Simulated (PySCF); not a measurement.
# CrF3N: core ionisation energies

CrNF3 (singlet state).
Z-matrix (Å and degrees, PBE0-D3(BJ)/def2-SVP geometry), rows numbered from 1:
```
Cr
N   1  1.4779
F   1  1.6891  2  106.16
F   1  1.6889  2  106.06  3  -120.01
F   1  1.6889  2  106.07  3   120.04
```

Computed with delta-SCF UKS SCAN, pcX-2 on the ionised atom (unc-x2c-TZVPall on a metal), pcseg-1 elsewhere, spin-free X2C (PySCF). Binding energies are ΔSCF values: E(core-ionised, relaxed orbitals) − E(ground state) at a fixed geometry, referred to the vacuum level.

**Question.** What binding energy does each computed site have?

**Answer.** 
```json
{"atom(s)": "N2", "bonded to": "Cr", "level": "N 1s", "binding energy (eV)": "407.23", "count": "1"}
{"atom(s)": "F3/F4/F5", "bonded to": "Cr", "level": "F 1s", "binding energy (eV)": "692.92", "count": "3"}
```

**Question.** Which photon energy gives electrons from F 1s of F3/F4/F5 a kinetic energy of 200 eV, and what is their de Broglie wavelength?

**Answer.** hν = 692.92 + 200 = 892.92 eV, recoil neglected; λ = 12.264 Å/√(E/eV) = 0.87 Å.

The first atom of each set that the bonding makes equivalent was ionised and stands for the set. Not every level is listed. The unrestricted hole states depart most from a pure doublet (⟨S²⟩ = 0.75; over 0.85 named) for N 1s of N2 (atom 2) (0.98), which makes this value less certain. No level of chromium is listed. Isolated species at its PBE0-D3(BJ)/def2-SVP geometry, gas phase. Metal 2p energies of this one-determinant scheme are less reliable than its 1s energies.

The run took 20 s wall on one thread of an Arm Neoverse V1, shared host.
